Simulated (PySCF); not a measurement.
Nb(OH)4 (H4NbO4), SMILES [OH][Nb]([OH])([OH])[OH] (connectivity only; charge and spin as stated), neutral, multiplicity 2.

Geometry: B3LYP-D3(BJ)/def2-SVP. The multiplicity is an assumed one; other spin states were not compared. The def2 effective core potentials stand for the cores of Nb; spin–orbit coupling is left out. One conformer was computed; it need not be the lowest.

All values below come from PBE/def2-TZVP (PySCF).

Gas-phase values at a fixed geometry.

Estimate the frontier levels, dipole moment and polarisability. (Estimate from the structure and the level; the computed values follow.)


```
Item                                                                                                             Value
---------------------------------------------------------------------------------------------  -----------------------
α spin, highest occupied and lowest empty level                                                     -3.41 and -1.62 eV
β spin, highest occupied and lowest empty level                                                     -7.11 and -2.05 eV
dipole moment                                                                                                0.000 e·Å
quadrupole, principal values (traceless, Buckingham form, about the centre of nuclear charge)  -16.23, 4.28, 11.96 D·Å
mean static polarisability                                                                        62.3 bohr³ (9.23 Å³)
polarisability, principal values                                                                59.2, 62.9, 64.6 bohr³
⟨S²⟩                                                                                           0.752 (pure state 0.75)
```
